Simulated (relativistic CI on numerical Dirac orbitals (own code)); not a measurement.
**What each ingredient does to the levels of Ta25+**

Base calculation: Dirac-Coulomb-Breit CI, separate exchange-only KLI orbitals for each configuration, model QED, unscaled Slater integrals.

Configuration list (outside the closed core [Ar] 3d10): 4s²4p⁶4d¹⁰4f², 4s²4p⁶4d¹⁰4f5s, 4s²4p⁶4d⁹4f³, 4s²4p⁶4d¹⁰5s², 4s²4p⁶4d¹⁰4f5p, 4s²4p⁶4d¹⁰5s5p, 4s²4p⁵4d¹⁰4f³, 4s²4p⁶4d¹⁰4f5d, 4s²4p⁶4d¹⁰5p², 4s²4p⁶4d¹⁰5s5d, 4s²4p⁶4d¹⁰5p5d, 4s²4p⁶4d⁹4f²5s, 4s²4p⁶4d⁹4f5s², 4s²4p⁶4d¹⁰4f5f, 4s4p⁶4d¹⁰4f³, 4s²4p⁶4d⁹4f5s5p. Levels of other configurations are missing.

The lowest level and the first level of each name with at least 55 % of one term (blank where a level has no safe partner in the second run):

```tsv
Level	Base (cm⁻¹)	Shift (cm⁻¹)
4s²4p⁶4d¹⁰4f² ³H4	0	0
4s²4p⁶4d¹⁰4f² ³F2	18703	+1207
4s²4p⁶4d¹⁰4f² ³H5	22709	+16
4s²4p⁶4d¹⁰4f² ³F3	35818	+992
4s²4p⁶4d¹⁰4f² ³H6	42384	+103
4s²4p⁶4d¹⁰4f² ³F4	62409	+442
4s²4p⁶4d¹⁰4f² ¹D2	68972	+2904
4s²4p⁶4d¹⁰4f² ³P0	73851	+3359
4s²4p⁶4d¹⁰4f² ³P1	83999	+3433
4s²4p⁶4d¹⁰4f² ¹I6	85090	+1733
4s²4p⁶4d¹⁰4f² ³P2	100749	+3236
4s²4p⁶4d¹⁰4f² ¹S0	177775	+1766
4s²4p⁶4d¹⁰4f5s ³F°2	920959	-1323
4s²4p⁶4d¹⁰4f5s ³F°3	923994	-1215
```

At this charge energies of transitions that change n are usually good to better than 1 %, and those within a shell (Δn = 0) to a few per cent. Terms inside the open d or f shell come out 10 to 20 % too wide with unscaled integrals.

Q: One thing was changed in a second run, which moved the levels as shown. Which?
A. valence Slater integrals scaled by 0.9
B. Breit term removed
C. QED terms removed
D. configuration mixing switched off

A: D. Configuration mixing switched off. Without mixing, levels that were pushed by configurations of the same parity and J return to their single-configuration places.

LS names give the leading component of a level, which can be under half, so a name can repeat, a term be missing and a line seem to break the LS rules.
